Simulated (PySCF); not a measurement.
A structure optimised at PBE0-D3(BJ)/def2-SVP, used in a PySCF frequency run:

```
O
C 1 1.3937
H 2 1.1024 1 109.03
H 2 1.1025 3 108.51 1 120.86
H 2 1.1025 3 108.51 4 118.29
Mo 1 1.8543 2 144.20 3 -180.00
H 6 1.6208 1 86.82 2 -29.31
H 7 1.5844 6 60.74 1 88.22
H 8 1.6500 7 61.31 6 70.61
H 6 1.6864 7 66.78 8 -147.74
H 6 1.6864 7 117.19 8 -33.47
```

Task: Write its SMILES, formula and point group.

Result: C[O][MoH5], CH8MoO, Cs

Task: What are its rotational constants (standard atomic weights)?

Result: 29.713, 2.9514, 2.9083 GHz
